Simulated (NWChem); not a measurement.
System: CNO anion

NWChem input:

```
start job
memory heap 200 mb stack 900 mb global 1100 mb
charge -1
geometry units angstroms noautosym nocenter noautoz
  N      0.000000     0.000000     1.261754
  C      0.000000     0.000000     0.070950
  O      0.000000     0.000000    -1.159397
end
basis spherical
  * library def2-svp
end
dft
  xc b3lyp
  iterations 150
  mulliken
end
task dft energy
esp
  recalculate
  probe 0.07
  range 0.3
  factor 1.0
  spacing 0.02
end
task esp
```

Parts of the log:

```
             Northwest Computational Chemistry Package (NWChem) 7.3.0
             --------------------------------------------------------

                             Geometry "geometry" -> ""
                             -------------------------

 Output coordinates in angstroms (scale by  1.889725989 to convert to a.u.)

  No.       Tag          Charge          X              Y              Z
 ---- ---------------- ---------- -------------- -------------- --------------
    1 N                    7.0000     0.00000000     0.00000000     1.26175400
    2 C                    6.0000     0.00000000     0.00000000     0.07095000
    3 O                    8.0000     0.00000000     0.00000000    -1.15939700

 Effective nuclear repulsion energy (a.u.)      51.5488317420

                                 NWChem DFT Module
                                 -----------------

 Summary of "ao basis" -> "ao basis" (spherical)
 ------------------------------------------------------------------------------
       Tag                 Description            Shells   Functions and Types
 ---------------- ------------------------------  ------  ---------------------
 N                          def2-svp                 6       14   3s2p1d
 C                          def2-svp                 6       14   3s2p1d
 O                          def2-svp                 6       14   3s2p1d

            General Information
            -------------------
          SCF calculation type: DFT
          Wavefunction type:  closed shell.
          No. of atoms     :     3
          No. of electrons :    22
           Alpha electrons :    11
            Beta electrons :    11
          Charge           :    -1
          Spin multiplicity:     1
          Use of symmetry is: off; symmetry adaption is: off
          Maximum number of iterations: 150
          AO basis - number of functions:    42
                     number of shells:    18
          Convergence on energy requested:  1.00D-06
          Convergence on density requested:  1.00D-05
          Convergence on gradient requested:  5.00D-04

              XC Information
              --------------
                         B3LYP Method XC Potential
                     Hartree-Fock (Exact) Exchange  0.200
                        Slater Exchange Functional  0.800 local
                    Becke 1988 Exchange Functional  0.720 non-local
              Lee-Yang-Parr Correlation Functional  0.810
                  VWN I RPA Correlation Functional  0.190 local

             Grid Information
             ----------------
          Grid used for XC integration:  medium
          Radial quadrature: Mura-Knowles
          Angular quadrature: Lebedev.
          Tag              B.-S. Rad. Rad. Pts. Rad. Cut. Ang. Pts.
          ---              ---------- --------- --------- ---------
          N                   0.65       49           7.0       434
          C                   0.70       49           6.0       434
          O                   0.60       49           7.0       434
          Grid pruning is: on
          Number of quadrature shells:   147
          Spatial weights used:  Erf1

      Superposition of Atomic Density Guess
      -------------------------------------

 Sum of atomic energies:        -166.56014599

 Renormalizing density from      21.00 to     22

      Non-variational initial energy
      ------------------------------

 Total energy =    -172.348826
 1-e energy   =    -344.668341
 2-e energy   =     120.770683
 HOMO         =       0.060226
 LUMO         =       0.533469

     ---------------------------------------------
      Total Density - Mulliken Population Analysis
     ---------------------------------------------

    Atom       Charge   Shell Charges
 -----------   ------   -------------------------------------------------------
    1 N    7     8.07   1.99  1.00  0.71  2.24  2.12  0.02
    2 C    6     5.27   1.99  0.82  0.21  1.36  0.81  0.08
    3 O    8     8.66   1.99  1.02  0.75  2.61  2.28  0.01

   convergence    iter        energy       DeltaE   RMS-Dens  Diis-err
 ---------------- ----- ----------------- --------- --------- ---------
 d= 0,ls=0.0,diis     1   -167.8067632428 -2.19D+02  4.05D-02  1.33D+00
 d= 0,ls=0.0,diis     2   -167.5580882359  2.49D-01  2.93D-02  3.82D+00
 d= 0,ls=0.0,diis     3   -167.9206354689 -3.63D-01  1.02D-02  5.38D-01
 d= 0,ls=0.0,diis     4   -167.9784309034 -5.78D-02  2.41D-03  2.28D-02
 d= 0,ls=0.0,diis     5   -167.9800399364 -1.61D-03  9.19D-04  6.42D-03
  Resetting Diis
 d= 0,ls=0.0,diis     6   -167.9806312632 -5.91D-04  6.25D-05  6.93D-06
 d= 0,ls=0.0,diis     7   -167.9806320831 -8.20D-07  6.61D-06  2.37D-08

         Total DFT energy =     -167.980632083078
      One electron energy =     -337.162549368261
           Coulomb energy =      138.778260148149
    Exchange-Corr. energy =      -21.145174604933
 Nuclear repulsion energy =       51.548831741966

 Numeric. integr. density =       22.000000671349

                       DFT Final Molecular Orbital Analysis
                       ------------------------------------

 Vector    9  Occ=2.000000D+00  E=-8.759462D-02
              MO Center= -5.4D-09,  6.0D-09,  1.4D+00, r^2= 9.6D-01
   Bfn.  Coefficient  Atom+Function         Bfn.  Coefficient  Atom+Function
  ----- ------------  ---------------      ----- ------------  ---------------
     6      0.455707  1 N  pz                 3     -0.385543  1 N  s
     2     -0.298499  1 N  s                  9     -0.293235  1 N  pz
    20      0.245189  2 C  pz                16      0.203827  2 C  s
     1     -0.151494  1 N  s                 34     -0.125703  3 O  pz
    15     -0.091731  2 C  s                 37     -0.079435  3 O  pz

 Vector   10  Occ=2.000000D+00  E= 1.054339D-02
              MO Center=  6.3D-09, -1.1D-08,  2.2D-01, r^2= 2.0D+00
   Bfn.  Coefficient  Atom+Function         Bfn.  Coefficient  Atom+Function
  ----- ------------  ---------------      ----- ------------  ---------------
     5      0.368930  1 N  py                33      0.356780  3 O  py
    36      0.301870  3 O  py                 8     -0.297227  1 N  py
     4     -0.221451  1 N  px                32     -0.214158  3 O  px
    35     -0.181198  3 O  px                 7      0.178411  1 N  px
    19     -0.150049  2 C  py                18      0.090067  2 C  px

 Vector   11  Occ=2.000000D+00  E= 1.054339D-02
              MO Center=  2.1D-09,  9.6D-10,  2.2D-01, r^2= 2.0D+00
   Bfn.  Coefficient  Atom+Function         Bfn.  Coefficient  Atom+Function
  ----- ------------  ---------------      ----- ------------  ---------------
     4      0.368930  1 N  px                32      0.356780  3 O  px
    35      0.301870  3 O  px                 7     -0.297227  1 N  px
     5      0.221451  1 N  py                33      0.214158  3 O  py
    36      0.181198  3 O  py                 8     -0.178411  1 N  py
    18     -0.150049  2 C  px                19     -0.090067  2 C  py

 Vector   12  Occ=0.000000D+00  E= 3.688253D-01
              MO Center=  3.3D-08, -1.5D-08,  3.0D-01, r^2= 1.8D+00
   Bfn.  Coefficient  Atom+Function         Bfn.  Coefficient  Atom+Function
  ----- ------------  ---------------      ----- ------------  ---------------
    21      0.670650  2 C  px                 7     -0.535065  1 N  px
    18      0.471908  2 C  px                 4      0.366530  1 N  px
    35     -0.341585  3 O  px                22     -0.297856  2 C  py
    32     -0.287025  3 O  px                 8      0.237638  1 N  py
    19     -0.209588  2 C  py                 5     -0.162787  1 N  py

 Vector   13  Occ=0.000000D+00  E= 3.688253D-01
              MO Center= -1.3D-07, -2.9D-07,  3.0D-01, r^2= 1.8D+00
   Bfn.  Coefficient  Atom+Function         Bfn.  Coefficient  Atom+Function
  ----- ------------  ---------------      ----- ------------  ---------------
    22      0.670650  2 C  py                 8     -0.535065  1 N  py
    19      0.471908  2 C  py                 5      0.366530  1 N  py
    36     -0.341585  3 O  py                21      0.297856  2 C  px
    33     -0.287025  3 O  py                 7     -0.237638  1 N  px
    18      0.209588  2 C  px                 4      0.162787  1 N  px

[...]

                     NWChem Electrostatic Potential Fit Module
                     -----------------------------------------

 Atom parameters

 Number of atoms is                                    3
 Number of basis functions is                         42

 Grid parameters

 Maximum number of grid points is                  19161
 Number of grid points is                          19160
 Grid range                                     0.300000 nm
 Grid spacing                                   0.020000 nm
 Probe radius                                   0.070000 nm
 Atom radius factor                             1.000000

 Atomic radii

    6    0.147000
    7    0.140000
    8    0.136000
 FASTESP  F
  using M.O. file = ./job.movecs

    Atom              Coordinates                           Charge

                                                  ESP

    1 N     0.000000    0.000000    0.126175   -0.892314
    2 C     0.000000    0.000000    0.007095    0.582963
    3 O     0.000000    0.000000   -0.115940   -0.690649
                                            ------------
                                               -1.000000

 Dipole moment                                  0.216504

 Quadrupole moment Qxx                          8.137080
                   Qyy                          8.137080
                   Qzz                        -16.274159

 RMS deviation kJ/mol                           0.076046

 RRMS %                                         2.112425
```

Level: B3LYP/def2-SVP. Sets without diffuse functions describe the anion's extra electron poorly. Structure relaxed at the B3LYP/def2-SVPD level. The highest occupied level is positive, so the extra electron may be held by the finite basis.
